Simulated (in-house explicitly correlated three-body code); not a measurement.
Computed with an exponentially correlated three-body code. Model: two electrons around a point charge, non-relativistic, variational in 260 exponentially correlated functions (energies converged to about 1e-7 hartree, or 1e-8 relative for large Z).

For two electrons in a singlet the Kohn-Sham orbital is the square root of half the density, so the exact Kohn-Sham potential and energy parts follow from the density alone, and exchange is minus half the Hartree energy. The Kohn-Sham level equals minus the binding energy of the second electron.

Command:
```bash
python run_hyl.py task.json out
```
Settings (lengths in bohr, energies in hartree):
```
Z                      5.5
interaction_strength   1
functions              260
states_tried           13
```

Cost of the run: 60 s on 1 thread of Intel(R) Xeon(R) Platinum 8259CL CPU @ 2.50GHz (Skylake/Cascade Lake) (shared host).

**Those bound S and P states to n = 4 that converged, binding against the one-electron ion.**

Given: nuclear charge 5.5.

Computed: one-electron threshold -15.125 hartree.

| term | energy (hartree) | binding (eV) | quantum defect |
| --- | --- | --- | --- |
| 1 1S | -26.9686211 | 322.28 | 0.075397 |
| 2 3S | -17.9210656 | 76.085 | 0.097066 |
| 2 1S | ? | ? | ? |
| 2 3P | -17.7411386 | 71.189 | 0.032716 |
| 2 1P | -17.6290999 | 68.14 | -0.010813 |
| 3 3S | -16.32286 | 32.595 | 0.092669 |
| 3 1S | -16.2760122 | 31.321 | 0.034093 |
| 3 3P | -16.2745051 | 31.28 | 0.032149 |
| 3 1P | -16.2427332 | 30.415 | -0.0097363 |
| 4 3S | -15.7877266 | 18.034 | 0.091318 |
| 4 1S | ? | ? | ? |
| 4 3P | -15.7680398 | 17.498 | 0.031937 |
| 4 1P | -15.7548758 | 17.14 | -0.0093139 |

(1) What belongs in the row 2 1S?

(2) What belongs in the row 4 1S?

**Electric-dipole lines between converged S and P states, rate of the upper state's decay.**

| s state | p state | p minus s (eV) | oscillator strength from s | rate (1/s) |
| --- | --- | --- | --- | --- |
| 1 1S | 2 1P | 254.14 | 0.62974 | 5.883e+11 |
| 1 1S | 3 1P | 291.87 | 0.13822 | 1.703e+11 |
| 1 1S | 4 1P | ? | ? | ? |
| 2 1S | 2 1P | 3.1276 | 0.10261 | 1.4517e+07 |
| 2 1S | 3 1P | ? | ? | ? |
| 2 1S | 4 1P | 54.128 | 0.088728 | 3.76e+09 |
| 3 1S | 2 1P | -36.819 | -0.065563 | 3.8567e+09 |
| 3 1S | 3 1P | 0.90557 | 0.17797 | 2.111e+06 |
| 3 1S | 4 1P | 14.181 | 0.36921 | 1.0739e+09 |
| 4 1S | 2 1P | -50.622 | -0.013899 | 1.5454e+09 |
| 4 1S | 3 1P | -12.897 | -0.14595 | 1.0534e+09 |
| 4 1S | 4 1P | 0.37851 | 0.24753 | 512950 |
| 2 3S | 2 3P | 4.8961 | 0.14535 | 5.0397e+07 |
| 2 3S | 3 3P | 44.805 | 0.30504 | 8.8574e+09 |
| 2 3S | 4 3P | 58.587 | 0.081587 | 4.0505e+09 |
| 3 3S | 2 3P | -38.593 | -0.071183 | 4.6006e+09 |
| 3 3S | 3 3P | 1.3158 | 0.24295 | 6.0841e+06 |
| 3 3S | 4 3P | 15.097 | 0.32692 | 1.0778e+09 |
| 4 3S | 2 3P | -53.155 | -0.014522 | 1.7805e+09 |
| 4 3S | 3 3P | -13.246 | -0.16132 | 1.2282e+09 |
| 4 3S | 4 3P | 0.53571 | 0.33438 | 1.388e+06 |

(3) What belongs in the row 1 1S 4 1P?

(4) What belongs in the row 2 1S 3 1P?

**Exact Kohn-Sham parts of the ground state from its density.**

Computed: total energy -26.9686211 hartree; Kohn-Sham kinetic 26.926 hartree; Hartree energy 6.4291 hartree; exchange energy -3.2145 hartree; DFT correlation energy -0.044912 hartree; kinetic part of the DFT correlation energy 0.042866 hartree; potential part of the DFT correlation energy -0.087777 hartree; exact minus restricted Hartree-Fock -0.04491 hartree; Kohn-Sham level -322.28 eV; C6 of two such species 0.0014048 hartree·bohr⁶.

(5) What is the dipole polarisability?

(6) What is the restricted Hartree-Fock level?

**Functionals on the exact density and self-consistent, errors are functional minus exact, hybrids only self-consistent, a dash where a self-consistent run leaves the top level unbound.**

| result | exchange error (millihartree) | correlation error (millihartree) | functional driven error (millihartree) | density driven error (millihartree) | self consistent total error (millihartree) | top level plus exact binding (eV) |
| --- | --- | --- | --- | --- | --- | --- |
| SCAN | -4.2149 | 2.2609 | -1.954 | -0.31042 | -2.2644 | 27.83 |
| PBEsol | 197.31 | -15.323 | 181.99 | -1.3405 | 180.65 | 32.616 |
| PW91 | 49.222 | -11.546 | 37.675 | -1.3449 | 36.33 | 30.87 |
| BLYP | ? | ? | ? | ? | ? | ? |
| revTPSS | -3.2716 | -5.303 | -8.5745 | -0.222 | -8.7965 | 28.394 |
| M06-L | -36.14 | -8.2014 | -44.341 | -2.3195 | -46.661 | 27.487 |
| OLYP | 13.936 | -4.9988 | 8.9376 | -1.4222 | 7.5154 | 30.715 |
| BP86 | 20.292 | -10.929 | 9.363 | -0.83782 | 8.5252 | 30.859 |
| RPBE | 4.5496 | -2.0742 | 2.4754 | -1.3813 | 1.0942 | 30.882 |
| PBE | 58.897 | -2.0742 | 56.823 | -1.3094 | 55.513 | 31.234 |
| B3LYP VWN-RPA | - | - | - | - | ? | ? |
| wB97X | - | - | - | - | -54.556 | 21.936 |
| HSE06 | - | - | - | - | 37.633 | 23.541 |
| AM05 | 350.36 | -101.68 | 248.68 | -1.637 | 247.04 | 33.445 |

(7) What belongs in the row BLYP?

(8) What belongs in the row B3LYP VWN-RPA?

Results:

(1) energy (hartree): -17.7440375; binding (eV): 71.268; quantum defect: 0.033805.

(2) energy (hartree): -15.7687857; binding (eV): 17.518; quantum defect: 0.034236.

(3) p minus s (eV): 305.14; oscillator strength from s: 0.052851; rate (1/s): 7.1178e+10.

(4) p minus s (eV): 40.853; oscillator strength from s: 0.34357; rate (1/s): 8.2935e+09.

(5) 0.013016 bohr³.

(6) -322.58 eV.

(7) exchange error (millihartree): 20.292; correlation error (millihartree): -4.9988; functional driven error (millihartree): 15.293; density driven error (millihartree): -1.491; self consistent total error (millihartree): 13.802; top level plus exact binding (eV): 30.658.

(8) self consistent total error (millihartree): 14.431; top level plus exact binding (eV): 24.256.

The density-driven part is never positive, since each functional's own density lowers its energy. Here it is small beside the functional-driven part (median ratio 0.052), the normal case.
